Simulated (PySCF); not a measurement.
# Computed records: AlFH

Computed with PySCF 2.14.0. Calculation on a computer-drawn molecule: vertical ionisation energy to the stated ion spin, frozen-core CCSD(T) at the basis limit and cheaper methods, single-reference cases, UHF for radicals, no spin-orbit; all values are single points at the evaluated structure, the first of each entry, which is the reference or a displaced copy of it and isn't optimised; the reference structure only sets the zero of the energies above reference; triples share is (T) over the correlation energy.

Common to all runs: charge 0; multiplicity 2; ion multiplicity 1; diffuse functions no; basis cc-pV(n+d)Z; reference is the Hartree-Fock double-zeta minimum; best is HF at quadruple zeta + MP2 correlation extrapolated from triple and quadruple zeta + CCSD(T) minus MP2 at triple zeta; basis step is the size of the change from the same recipe one zeta lower.

(1) 
```xyz
3
formula=AlFH ionisation_energy_best=8.481 ionisation_energy_basis_step=0.01762 energy_above_reference_best=0.006693 energy_above_reference_basis_step=0.009039 total_energy_HF_triple_zeta=-342.0250 total_energy_CCSD(T)_triple_zeta=-342.3570 total_energy_best=-342.4196 T1_diagnostic_at_triple_zeta=0.01594 D1_diagnostic_at_triple_zeta=0.0407 spin_squared_at_triple_zeta=0.7569 ion_T1_diagnostic_at_triple_zeta=0.01891 ion_D1_diagnostic_at_triple_zeta=0.0445 triples_share_at_triple_zeta=0.02698 basis_functions_triple_zeta=83 dipole_magnitude_HF_at_triple_zeta=1.751 dipole_magnitude_CCSD_unrelaxed_at_triple_zeta=1.549 dipole_magnitude_PBE_at_triple_zeta=1.445 dipole_magnitude_r2SCAN_at_triple_zeta=1.493 dipole_magnitude_B3LYP_at_triple_zeta=1.603 dipole_magnitude_wB97X_at_triple_zeta=1.532
F     -2.0486     0.3935     4.0673
Al    -2.2524     1.5826     2.9241
H     -3.2842     1.2522     1.7615
```

Units: ionisation_energy_best, ionisation_energy_basis_step in eV; energy_above_reference_best, energy_above_reference_basis_step in kcal/mol; total_energy_HF_triple_zeta, total_energy_CCSD(T)_triple_zeta, total_energy_best in hartree; dipole_magnitude_HF_at_triple_zeta, dipole_magnitude_CCSD_unrelaxed_at_triple_zeta, dipole_magnitude_PBE_at_triple_zeta, dipole_magnitude_r2SCAN_at_triple_zeta, dipole_magnitude_B3LYP_at_triple_zeta, dipole_magnitude_wB97X_at_triple_zeta in debye.

Reference structure:
```xyz
3
AlFH
F     -2.0485     0.3934     4.0666
Al    -2.2523     1.5818     2.9263
H     -3.2845     1.2500     1.7629
```

Drawn bonds:
| atom | other atom | order |
| --- | --- | --- |
| 1 | 2 | 1 |
| 2 | 3 | 1 |

Triple zeta:
| method | ionisation energy (eV) | energy above reference (kcal/mol) |
| --- | --- | --- |
| HF | 8.413 | 0.04121 |
| PBE | 8.471 | -0.009013 |
| r2SCAN | 8.629 | 0.01235 |
| B3LYP | 8.619 | 0.004851 |
| wB97X | 8.471 | 0.009128 |
| MP2 | 8.394 | -0.0008275 |
| CCSD | 8.442 | 0.01304 |
| CCSD(T) | 8.429 | 0.007837 |

(2) 
```xyz
3
formula=AlFH
F     -2.0614     0.3668     4.0385
Al    -2.2264     1.5309     2.9200
H     -3.2650     1.2333     1.7781
```

Reference structure:
```xyz
3
AlFH
F     -2.0485     0.3934     4.0666
Al    -2.2523     1.5818     2.9263
H     -3.2845     1.2500     1.7629
```

Drawn bonds:
| atom | other atom | order |
| --- | --- | --- |
| 1 | 2 | 1 |
| 2 | 3 | 1 |

**Q.** Estimate the ion T1 diagnostic at triple zeta of AlFH (entry 2).
**A.** 0.01815

**Q.** Estimate the energy above reference best of AlFH (entry 2).
**A.** 0.5287 kcal/mol

**Q.** Give the table of triple zeta values for AlFH (entry 2).
**A.** 
Triple zeta:
| method | ionisation energy (eV) | energy above reference (kcal/mol) |
| --- | --- | --- |
| HF | 8.327 | -0.1049 |
| PBE | 8.401 | 0.9519 |
| r2SCAN | 8.555 | 0.5 |
| B3LYP | 8.543 | 0.5916 |
| wB97X | 8.39 | 0.5171 |
| MP2 | 8.319 | 0.5332 |
| CCSD | 8.365 | 0.4158 |
| CCSD(T) | 8.356 | 0.512 |

Further results for AlFH (entry 2):

- ionisation energy best: 8.403 eV
- ionisation energy basis step: 0.01337 eV
- energy above reference basis step: 0.1089 kcal/mol
- total energy HF triple zeta: -342.0253 hartree
- total energy CCSD(T) triple zeta: -342.3562 hartree
- total energy best: -342.4188 hartree
- T1 diagnostic at triple zeta: 0.01549
- D1 diagnostic at triple zeta: 0.03973
- spin squared at triple zeta: 0.7563
- ion D1 diagnostic at triple zeta: 0.0428
- triples share at triple zeta: 0.02658
- basis functions triple zeta: 83
- dipole magnitude HF at triple zeta: 1.559 debye
- dipole magnitude CCSD unrelaxed at triple zeta: 1.378 debye
- dipole magnitude PBE at triple zeta: 1.286 debye
- dipole magnitude r2SCAN at triple zeta: 1.329 debye
- dipole magnitude B3LYP at triple zeta: 1.435 debye
- dipole magnitude wB97X at triple zeta: 1.358 debye
